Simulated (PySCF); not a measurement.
H₆F₂O₂Si₃, SMILES [SiH3]O[SiH2]O[SiH](F)F, singlet, PBE0/def2-SVP optimised geometry.

```
13

Si    -1.47    -2.72     2.48
O     -0.32    -2.32     1.35
Si     0.21    -1.56     0.00
O     -0.32     0.03     0.00
Si    -0.99     1.22     0.88
F     -2.02     0.57     1.93
F      0.13     1.97     1.75
H     -1.29    -4.16     2.83
H     -1.29    -1.89     3.70
H     -2.84    -2.52     1.92
H      1.69    -1.56     0.00
H     -0.35    -2.19    -1.22
H     -1.69     2.19     0.03
```

Density from PBE0/def2-TZVP (PySCF) at that geometry.

Minimum of the electron density along straight lines between bonded atoms, close to the bond critical point (lines longer than 1.1 times the sum of covalent radii, or with two minima, are not listed):

```
bond     length / Å  ρ at the minimum / e bohr⁻³  ∇²ρ there / e bohr⁻⁵  position (fraction from the first atom)
-------  ----------  ---------------------------  --------------------  ---------------------------------------
Si1–O2        1.664                        0.126                  0.77                                     0.41
O2–Si3        1.639                        0.135                  0.85                                     0.59
Si3–O4        1.669                        0.126                  0.75                                     0.41
O4–Si5        1.622                        0.143                  0.91                                     0.59
Si5–F6        1.614                        0.135                  0.93                                     0.42
Si5–F7        1.606                        0.138                  0.96                                     0.42
Si1–H8        1.491                        0.122                  0.14                                     0.49
Si1–H9        1.489                        0.123                  0.14                                     0.49
Si1–H10       1.492                        0.122                  0.14                                     0.49
Si3–H11       1.483                        0.127                  0.13                                     0.49
Si3–H12       1.486                        0.126                  0.13                                     0.49
Si5–H13       1.468                        0.132                  0.12                                     0.49
```
